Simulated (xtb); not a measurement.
C3H8OSi, SMILES O[C@H]1C[C@H]1[SiH3]. All values are semi-empirical tight-binding results from xtb (GFN2-xTB unless named), good for trends rather than for accurate numbers. Coordinates come from a GFN2-xTB optimisation. The structure was generated by enumeration; whether it is a known compound was not checked. Other conformers were not sampled.

| Quantity | Result |
|---|---|
| orbital gap | 5.97 eV |
| dipole moment | 1.89 D |
| zero-point energy | 61.3 kcal/mol |
| G − E(el) at 298.15 K (modified RRHO) | 42.3 kcal/mol |
| static polarisability (D4 model) | 67.6 bohr³ |
| solvation energy, GFN2-xTB/ALPB(water) | -3.6 kcal/mol |
| solvation energy, GFN2-xTB/ALPB(dmf) | -6.6 kcal/mol |
